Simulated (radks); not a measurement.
Values are calculated unless marked as measured or tabulated.
Ta I, 73 electrons, occupied as [Xe] 4f14 5d3 6s2. Code: a radial shooting solver on a logarithmic mesh with Libxc functionals. Model: scalar-relativistic Kohn-Sham, BLYP, spin-unpolarised, spherical densities, finite nucleus; Fermi nuclear charge, rms radius 5.3507 fm. Some entries of the table are withheld. Estimate them.

orbital  occ.  eigenvalue (hartree)  <r^2> (bohr^2)  <r> (bohr)
1s          2             -2475.197       0.0004788     0.01867
2s          2             -425.2892        0.007376     0.07896
2p          6             -372.7992        0.006083         (1)
3s          2             -97.41377         0.04796         (2)
3p          6             -81.79563         0.04865      0.2049
3d         10             -63.54294             (3)      0.1856
4s          2             -19.84562          0.2377      0.4588
4p          6             -14.72051          0.2706      0.4877
4d         10              -8.15430          0.3173      0.5231
5s          2              -2.67497           1.361       1.100
5p          6              -1.44087           1.905       1.295
4f         14              -0.89892          0.5216      0.6397
6s          2              -0.19526           12.51       3.306
5d          3              -0.12691           6.360       2.263

Answer. 
(1) 2p <r> (bohr): 0.07056
(2) 3s <r> (bohr): 0.2048
(3) 3d <r^2> (bohr^2): 0.04038
